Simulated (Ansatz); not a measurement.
`C#[C][Ge]([CH3])([F])[F]` + H₂ → `C#[C][GeH]([F])[F]` + CH₄ at 700 K and 1 bar (hydrogenolysis of a Ge–C bond).

Program: Ansatz. Geometries: PBE0-D4/def2-TZVP. ΔE: electronic, gas phase. CCSD(T)/CBS adds triple-zeta CCSD(T) − MP2 to the extrapolated MP2 energy (def2 sets, frozen cores). This one scheme is used for every species. For Ge outer-core shells are correlated without core-valence functions, which leaves a few kJ/mol of doubt a bond. Scalar relativity is left out up to krypton.

| species | CCSD(T)/CBS energy (Eh) | H − E (kJ/mol) | S (J/(mol·K)) |
| --- | --- | --- | --- |
| `C#[C][Ge]([CH3])([F])[F]` | -2392.29725 | 244.1 | 502.0 |
| H₂ | -1.17544 | 46.8 | 155.3 |
| `C#[C][GeH]([F])[F]` | -2353.01589 | 148.6 | 429.9 |
| CH₄ | -40.46206 | 145.9 | 224.0 |

H − E and S are ideal-gas, rigid-rotor, harmonic terms from PBE0-D4/def2-TZVP. For small species the MP2-based limit differs from directly extrapolated CCSD(T) by up to some mEh (0.8 for H₂); such offsets cancel only in part. 1 Eh = 2625.50 kJ/mol, R = 8.31446 J/(mol·K).

Q: By hand: ΔE, ΔH, ΔS and ΔG.

A: ΔE = (-2353.01589) + (-40.46206) − (-2392.29725) − (-1.17544) = -0.00526 Eh = -13.8 kJ/mol. Δ(H − E) = 148.6 + 145.9 − 244.1 − 46.8 = 3.6, so ΔH = -10.2 kJ/mol. ΔS = 429.9 + 224.0 − 502.0 − 155.3 = -3.4 J/(mol·K). ΔG = -10.2 − 700 × (-3.4)/1000 = -7.8 kJ/mol.

Q: By hand: the equilibrium constant, and the temperature at which ΔG would vanish if ΔH and ΔS stayed fixed.

A: log₁₀ K = −ΔG/(RT ln 10) = 0.6. ΔG = 0 at ΔH/ΔS = 3000 K, far beyond where these terms or the molecules hold.

The number of gas molecules stays the same, so ΔS is small and ΔH decides. A doubt of 5 kJ/mol in ΔE shifts log₁₀ K by 0.4 here. These are equilibria of isolated gas molecules and say nothing of rates. Largest T1 diagnostic: 0.013 (customary marks: 0.02 for closed shells, 0.045 for open ones).
